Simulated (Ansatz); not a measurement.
AlBGeH6OSi (`[GeH3][SiH]1[BH][AlH][O]1`), relaxed with RKS PBE-D4/def2-SVP in the Gaussian-basis code of Ansatz from a rough embedded geometry. The force threshold is 0.03 eV/Å; the program also tests the step.

The species carries charge 0 and has multiplicity 1.

Start:

```xyz
11

Ge    0.943   -1.064   -1.260
Si   -0.415    0.595   -0.561
B     0.264    1.323    1.069
Al   -1.512    0.498    1.834
O    -1.843   -0.019    0.100
H     0.268   -1.844   -2.504
H     1.130   -2.113   -0.135
H     2.293   -0.519   -1.741
H    -0.727    1.594   -1.579
H     1.234    1.823    1.474
H    -1.636   -0.275    3.302
```

Q: How much energy does the relaxation release, and in how many steps? (An estimate is asked.)

A: Computed: 73.67 kJ/mol, in 12 steps.

Q: Which bonds change most? (Best estimate.)

A: Computed: Ge1–Si2 from 2.255 to 2.406 Å; Si2–B3 from 1.910 to 2.023 Å; Al4–O5 from 1.839 to 1.770 Å; Al4–H11 from 1.663 to 1.598 Å.

Q: Give the relaxed structure. (Best estimate.)

A: Computed: 
```xyz
11

Ge    0.994   -1.129   -1.415
Si   -0.373    0.610   -0.468
B     0.389    1.337    1.260
Al   -1.407    0.360    1.979
O    -1.763   -0.067    0.298
H     0.169   -2.039   -2.367
H     1.578   -2.031   -0.290
H     2.188   -0.528   -2.210
H    -0.765    1.582   -1.556
H     1.378    1.952    1.596
H    -2.388   -0.048    3.173
```
